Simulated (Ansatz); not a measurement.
Computed with Ansatz on PBE0-D4/def2-TZVP structures; ΔE is electronic, products minus reactants. CBS: MP2 limit from def2 TZ/QZ plus the TZ coupled-cluster correction, frozen cores. This one scheme is used for every species. DFT in def2-TZVPP. B3LYP here is the variant with VWN-RPA as its local correlation; programs differ in this. def2 core potentials past Kr. For Sb outer-core shells are correlated without core-valence functions, which leaves a few kJ/mol of doubt a bond. One conformer a species, not always the lowest.

`C[SiH2]BO` + `[SbH3]` → `O[BH][SbH2]` + `C[SiH3]`  (formal exchange of groups at a B–Si bond)

`C[SiH2]BO`:

Z-matrix (Å, degrees):
```
C
Si 1 1.877
H 1 1.092 2 110.6
H 1 1.092 2 110.5 3 119.2
H 1 1.092 2 111.4 3 -120.4
B 2 2.027 1 113.8 3 -59.9
H 2 1.495 1 110.0 3 62.1
H 2 1.495 1 110.0 3 178.3
O 6 1.354 2 118.7 1 -0.7
H 6 1.207 2 122.5 1 179.4
H 9 0.962 6 113.7 2 -179.9
```

`[SbH3]`:

Z-matrix (Å, degrees):
```
Sb
H 1 1.707
H 1 1.707 2 91.4
H 1 1.707 2 91.4 3 91.4
```

`O[BH][SbH2]`:

```xyz
7

O    -1.125    0.220    1.251
B    -0.534   -0.635    0.396
Sb    0.513    0.005   -1.507
H    -1.012    1.148    1.026
H    -0.626   -1.801    0.657
H     0.775    1.599   -0.932
H     2.009   -0.537   -0.890
```

`C[SiH3]`:

Z-matrix (Å, degrees):
```
C
Si 1 1.871
H 1 1.092 2 110.8
H 1 1.092 2 110.8 3 -120.0
H 1 1.092 2 110.8 3 120.0
H 2 1.488 1 110.7 3 -179.9
H 2 1.488 1 110.7 3 -59.9
H 2 1.488 1 110.7 3 60.1
```

Task: Is it downhill or uphill in electronic energy at CCSD(T)/CBS, and by how much? (Best estimate.)

Result: Computed: Downhill: ΔE = -7.6 kcal/mol.

Task: What do these levels give: BHLYP-D4, BLYP, B3LYP, LC-ωPBE, HF/def2-SVP, CCSD(T)/def2-TZVPP? (Best estimate.)

Result: Ansatz gave: BHLYP-D4 -6.5, BLYP -5.9, B3LYP -6.1, LC-ωPBE -5.7, HF/def2-SVP -6.4, CCSD(T)/def2-TZVPP -6.7 kcal/mol.

Largest T1 diagnostic among the species: 0.015.

Leaving LDA and LC-ωPBE aside and taking each functional with its dispersion term where it has one, the values, not all of them listed here, spread over 3.2 kcal/mol, from PBE-QIDH to B97M-V. At CCSD(T), def2-SVP lies +1.8 kcal/mol from the extrapolated value and def2-TZVPP +0.9 kcal/mol.
